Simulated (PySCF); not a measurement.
## Interval between two levels of Br+ by level of theory

Br+ [Ar] 3d10 4s2 4p4 [3P2, M_J = 2] → Br+ [Ar] 3d10 4s2 4p3 4d1 [5D4, M_J = 4], as a difference of total energies. All numbers are calculated (PySCF 2.14, the two-component X2C-1e Hamiltonian, in x2c-SVPall-2c with one added diffuse shell each of s, p, d type (6s7p4d, 47 functions)). Correlated levels: [Ne] frozen. "Screened" scales the spin-orbit matrix elements by Boettger's factors to mimic the two-electron term; Breit and QED terms are absent.

| method | interval between two levels (cm⁻¹) | error (cm⁻¹) |
| --- | --- | --- |
| GHF (spin-free) | 96180 | -7912 |
| GMP2 (spin-free) | 102100 | -1995 |
| GHF (screened spin-orbit) | 97745 | -6346 |
| GMP2 (screened spin-orbit) | 103610 | -486 |

Reference: 104090 cm⁻¹ (measured; NIST Handbook of Basic Atomic Spectroscopic Data (Sansonetti and Martin, J. Phys. Chem. Ref. Data 34, 1559 (2005))).

The spin-free rows relax to the high-spin LS determinant and lack the spin-orbit shift.

Errors of the correlated levels include the incompleteness of this basis and the frozen core.

The labels give the starting determinants; with spin-orbit coupling the two ends relaxed to ⟨J²⟩ = 6.01, ⟨L²⟩ = 2.11, ⟨S²⟩ = 1.95 and ⟨J²⟩ = 20.00, ⟨L²⟩ = 6.06, ⟨S²⟩ = 5.97.
